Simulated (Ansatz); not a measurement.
Cl$_{2}$In (SMILES [Cl][In][Cl]), doublet, at a GFN2-xTB geometry (such geometries of metal compounds can be far from the true shape) (the spin is typed, not shown lowest) (core potentials on In); WB97M-V/def2-SVP (Ansatz, a program for electronic structure).

The Ansatz input:
Ansatz 0.2 input:
```yaml
crystal:
  periodic: [false, false, false]
  atoms:
    - {symbol: In, position_ang: [0.34757531, -0.02025724, 0.39100460]}
    - {symbol: Cl, position_ang: [1.00831653, 0.38636565, -1.88660393]}
    - {symbol: Cl, position_ang: [-2.01015125, -0.32797714, 0.75959066]}
basis:
  gaussian:
    orbitals: def2-SVP
hamiltonian:
  xc: {name: wB97M-V}
magnetization: {spin_polarized: true, initial_magnetization: 1}
```

Predict the main parts of the log of this Ansatz run.


```
Functional definition: wB97M-V
655 factors; integrals over basis functions are off by at most 2.4e-4 eV
148 factors; integrals over basis functions are off by at most 1.3e-5 eV
mean field evaluation 1: about -30209.2374 eV, gradient 1.4e1 eV
mean field evaluation 2: about -30210.0869 eV, gradient 1.2e1 eV
mean field evaluation 4: about -30210.8661 eV, gradient 3.8e-1 eV
mean field evaluation 8: about -30210.8954 eV, gradient 5.8e-2 eV
mean field evaluation 16: about -30210.8955 eV, gradient 2.1e-4 eV
mean field -30210.89549964 eV, -1110.2299319314 hartree, gradient 6.3e-5 eV, S^2 0.755647; 0 other end points of the search recorded, 0 dependent functions left out
reference -30210.89554247 eV, -1110.2299335051 hartree; 28, 27 occupied and 34, 35 virtual orbitals, 655 factors
Total energy: -30210.89554247 eV, -1110.2299335051 hartree
```
